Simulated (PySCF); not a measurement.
# Computed properties of CH10N2Si2, SMILES NC[SiH2]N[SiH3]

CH₁₀N₂Si₂, SMILES N([SiH3])[SiH2]CN. The structure is a stationary point at B3LYP-D3(BJ)/def2-SVP. This is a generated structure with no PubChem entry under its InChIKey; it may be hypothetical. Other conformers were not sampled. All values are computed for the isolated molecule unless a solvent is named; none is compared with measurement here.

**Structure.** All 39 harmonic modes at B3LYP-D3(BJ)/def2-SVP (PySCF) are real, so it is a minimum. With heavy atoms numbered as in [NH2:1][CH2:2][SiH2:3][NH:4][SiH3:5], the shortest bond between them is N1–C2 at 1.470 Å and the longest C2–Si3 at 1.897 Å.

**Vibrations.** The strongest infrared lines (harmonic, unscaled, degenerate partners summed) lie at 1216 cm⁻¹ (322 km/mol, H 66 %, N 30 %), 920 cm⁻¹ (289 km/mol, H 71 %, Si 12 %, C 10 %), 860 cm⁻¹ (237 km/mol, H 76 %, N 17 %). The softest mode is at 50 cm⁻¹ and the zero-point energy is 71.2 kcal/mol.

**Electronic structure.** HF/def2-TZVP (PySCF) places the frontier levels at -10.32 and 3.18 eV, a gap of 13.50 eV, and gives a dipole moment of 2.43 D and a mean polarisability of 74.1 bohr³. PBE/def2-TZVP (PySCF) at the same geometry gives -5.63 and -0.56 eV, so its gap is 8.43 eV narrower. An orbital gap is neither the optical nor the fundamental gap.

**Excitations.** TDDFT-M06-2X/def2-SVPD (PySCF) has S1 at 6.24 eV (199 nm, f = 0.006, weak); the most intense of the 10 singlets computed lies at 7.38 eV (f = 0.05). T1 (TDA) is at 5.98 eV. TDDFT-PBE/def2-SVPD (PySCF) puts S1 at 5.15 eV. No vertical singlet excitation falls in the visible range (under 3.1 eV).

**NMR.** GIAO shifts at HF/pcSseg-1 (PySCF) (non-relativistic, atoms alike by connectivity averaged): ¹³C at 28.0 ppm against TMS; ¹H from 0.7 to 4.6 ppm against TMS; ²⁹Si from -54.1 to -29.8 ppm against TMS.

**Solvation.** SMD-PBE0/6-31G* (PySCF) gives 0.0 kcal/mol in water, -3.2 kcal/mol in 1-octanol, -1.7 kcal/mol in n-hexane (1 M in both phases, gas-phase geometry); of these solvents 1-octanol holds the molecule best.
